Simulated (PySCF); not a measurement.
C6H14, charge -1, doublet, at the geometry of the source list (a state made from the parent by changing its charge; the spin is typed, not shown lowest) (in this run its highest filled SCF level lies above zero, so its values depend strongly on the basis, on diffuse functions most of all); MP2/6-31G* in PySCF.

PySCF was given this input:
```python
from pyscf import gto, scf, mp

mol = gto.M(
    atom='''
C     2.83340000    0.85030000   -0.34240000
C     1.82880000    0.00110000    0.42560000
C     0.44440000    0.03160000   -0.21760000
C    -0.56010000   -0.81700000    0.55810000
C    -1.93330000   -0.90240000   -0.10840000
C    -2.66640000    0.43210000   -0.15860000
H     2.93620000    0.49080000   -1.36410000
H     2.50950000    1.88830000   -0.37790000
H     3.81090000    0.81330000    0.13320000
H     2.18440000   -1.03130000    0.46810000
H     1.75560000    0.36640000    1.45290000
H     0.09860000    1.06580000   -0.26140000
H     0.51550000   -0.34040000   -1.24290000
H    -0.67420000   -0.40920000    1.56570000
H    -0.15880000   -1.82930000    0.65710000
H    -1.81730000   -1.29070000   -1.12340000
H    -2.54310000   -1.61770000    0.44960000
H    -2.74670000    0.86090000    0.83800000
H    -3.67090000    0.29620000   -0.55390000
H    -2.14660000    1.14120000   -0.79750000
''',
    basis='6-31g*',
    charge=-1,
    spin=1,
    verbose=4,
)

mf = scf.UHF(mol)
mf.kernel()

pt = mp.MP2(mf, frozen=6)
pt.kernel()
print('E(MP2) = %.10f' % pt.e_tot)
```

The log (banner, timings and long lists left out):

```
PySCF version 2.14.0

[INPUT] verbose = 4
[INPUT] num. atoms = 20
[INPUT] num. electrons = 51
[INPUT] charge = -1
[INPUT] spin (= nelec alpha-beta = 2S) = 1
[INPUT] symmetry False subgroup None
[INPUT] Mole.unit = angstrom
[INPUT] Symbol           X                Y                Z      unit          X                Y                Z       unit  Magmom
[...]
nuclear repulsion = 248.72485673192
number of shells = 64
number of NR pGTOs = 218
number of NR cGTOs = 112
basis = 6-31g*
ecp = {}

******** <class 'pyscf.scf.uhf.UHF'> ********
method = UHF
initial guess = minao
damping factor = 0
level_shift factor = 0
DIIS = <class 'pyscf.scf.diis.CDIIS'>
diis_start_cycle = 1
diis_space = 8
diis_damp = 0
SCF conv_tol = 1e-09
SCF conv_tol_grad = None
SCF max_cycles = 50
direct_scf = True
direct_scf_tol = 1e-13
number electrons alpha = 26  beta = 25
Set gradient conv threshold to 3.16228e-05
init E= -236.305674166448

cycle= 1 E= -235.082066005272  delta_E= 1.22  |g|= 0.279  |ddm|= 7.79
cycle= 2 E= -235.137486731484  delta_E= -0.0554  |g|= 0.0758  |ddm|= 1.05
cycle= 3 E= -235.141780706965  delta_E= -0.00429  |g|= 0.0312  |ddm|= 0.464
cycle= 4 E= -235.142411617632  delta_E= -0.000631  |g|= 0.00545  |ddm|= 0.185
cycle= 5 E= -235.142529974985  delta_E= -0.000118  |g|= 0.00337  |ddm|= 0.213
cycle= 6 E= -235.142596748228  delta_E= -6.68e-05  |g|= 0.00219  |ddm|= 0.187
cycle= 7 E= -235.14263964113  delta_E= -4.29e-05  |g|= 0.00133  |ddm|= 0.195
cycle= 8 E= -235.142659853889  delta_E= -2.02e-05  |g|= 0.00104  |ddm|= 0.141
cycle= 9 E= -235.142675577643  delta_E= -1.57e-05  |g|= 0.00088  |ddm|= 0.132
cycle= 10 E= -235.142692241045  delta_E= -1.67e-05  |g|= 0.000762  |ddm|= 0.166
cycle= 11 E= -235.14271471574  delta_E= -2.25e-05  |g|= 0.000541  |ddm|= 0.294
cycle= 12 E= -235.142728334661  delta_E= -1.36e-05  |g|= 0.000354  |ddm|= 0.285
cycle= 13 E= -235.142733292481  delta_E= -4.96e-06  |g|= 0.000214  |ddm|= 0.205
cycle= 14 E= -235.142734141695  delta_E= -8.49e-07  |g|= 0.000161  |ddm|= 0.0531
cycle= 15 E= -235.142734593726  delta_E= -4.52e-07  |g|= 0.00013  |ddm|= 0.0399
cycle= 16 E= -235.142734996163  delta_E= -4.02e-07  |g|= 0.000104  |ddm|= 0.0384
cycle= 17 E= -235.142735252738  delta_E= -2.57e-07  |g|= 7.5e-05  |ddm|= 0.0282
cycle= 18 E= -235.142735416583  delta_E= -1.64e-07  |g|= 4.58e-05  |ddm|= 0.027
cycle= 19 E= -235.142735457958  delta_E= -4.14e-08  |g|= 2.79e-05  |ddm|= 0.0116
cycle= 20 E= -235.142735470648  delta_E= -1.27e-08  |g|= 1.72e-05  |ddm|= 0.00709
cycle= 21 E= -235.142735474645  delta_E= -4e-09  |g|= 1.33e-05  |ddm|= 0.0031
cycle= 22 E= -235.142735477201  delta_E= -2.56e-09  |g|= 9.81e-06  |ddm|= 0.00207
cycle= 23 E= -235.142735479328  delta_E= -2.13e-09  |g|= 6.58e-06  |ddm|= 0.00253
cycle= 24 E= -235.142735480181  delta_E= -8.52e-10  |g|= 3.92e-06  |ddm|= 0.00138
Extra cycle  E= -235.14273548026  delta_E= -7.95e-11  |g|= 3.18e-06  |ddm|= 0.000178
converged SCF energy = -235.14273548026  <S^2> = 0.75303217  2S+1 = 2.0030299

******** <class 'pyscf.mp.ump2.UMP2'> ********
nocc = (np.int64(20), np.int64(19)), nmo = (106, 106)
frozen orbitals 6
E(UMP2) = -235.95779579721  E_corr = -0.815060316949935
E(SCS-UMP2) = -235.94903217915  E_corr = -0.806296698890096
E_corr(same-spin) = -0.198202709365184
E_corr(oppo-spin) = -0.616857607584751
E(MP2) = -235.9577957972
```
